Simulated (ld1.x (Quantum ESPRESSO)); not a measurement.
# Before and after: TM potential for Sb

antimony, norm-conserving Troullier–Martins (Kleinman–Bylander form), made with ld1.x (Quantum ESPRESSO) 7.5 (PBE, fully relativistic). Core [Kr] 4d10, reference 5s2 5p3. Waves: 5p (bound): rc 2.55 bohr; 5d channel at 0.4 Ry: rc 2.40 bohr; 5s (bound): rc 1.90 bohr. Local part: the s channel. Core correction: a·sin(br)/r model core inside 1.70 bohr.

Open shells are filled in proportion to 2j + 1 (rel_dist='average').

All-electron outer shells of the reference configuration (PBE, scalar-relativistic, ld1.x):

```tsv
shell	level (eV)	outermost node (bohr)	outermost maximum (bohr)
4p	-101.79	0.39	0.76
4d	-33.51	0.38	0.84
5s	-12.83	0.95	1.90
5p	-4.83	1.04	2.35
```

Change: wave 5d channel at 0.4 Ry: rc 2.40 bohr becomes 5d channel at 0.4 Ry: rc 2.02 bohr.

Cutoffs: the cutoffs (Ry, on a coarse ladder) from which the occupation-weighted sum of valence levels, in a spherical-Bessel basis at the reference potential, stays within 10 and 1 mRy of its value at 400 Ry; they do not see the model core or the augmentation charge, which bear on the density cutoff. Errors are all-electron minus pseudo energies relative to the spin-unpolarised reference configuration.

Predict the effect on cutoff, ghosts and configuration errors.

The potential gets neither clearly harder nor softer (25 Ry and 35 Ry → 25 Ry and 35 Ry); a bound ghost appears in d, which as a rule spoils a file; the errors of the 7 common tests hardly move; the range in which the d5/2 phases agree widens (upper end 1.1 → 3.6).

| quantity | base | changed |
| --- | --- | --- |
| cutoff, loose | 25 Ry | 25 Ry |
| cutoff, tight | 35 Ry | 35 Ry |
| bound ghosts | none | d3/2, d5/2 |
| error for 5s2 5p2, meV [ΔE 8.33 eV] | -3.6 | -3.6 |
| error for 5s2 5p1, meV [ΔE 24.32 eV] | -33 | -33 |
| error for 5s2 5p0, meV [ΔE 48.76 eV] | -138 | -138 |
| error for 5s0 5p5, meV [ΔE 16.38 eV] | -39 | -39 |
| error for 5s1 5p0, meV [ΔE 93.05 eV] | -475 | -475 |
| error for 5s1 5p4, meV [ΔE 8.09 eV] | -9.9 | -9.9 |
| error for 5s2 5p2.5, meV [ΔE 3.27 eV] | -0.5 | -0.5 |
| s: phases at 2.75 bohr within 0.05 rad from the reference energy up to (Ry; the scan ends near 5) | 2.0 | 2.0 |
| p1/2: phases at 2.75 bohr within 0.05 rad from the reference energy up to (Ry; the scan ends near 5) | 3.1 | 3.1 |
| p3/2: phases at 2.75 bohr within 0.05 rad from the reference energy up to (Ry; the scan ends near 5) | 3.0 | 3.0 |
| d3/2: phases at 2.75 bohr within 0.05 rad from the reference energy up to (Ry; the scan ends near 5) | 3.0 | 3.6 |
| d5/2: phases at 2.75 bohr within 0.05 rad from the reference energy up to (Ry; the scan ends near 5) | 1.1 | 3.6 |

 A true bound ghost makes a file unfit for plane-wave use even where its test errors are small: the radial tests pick states by their node count and pass the ghost by.
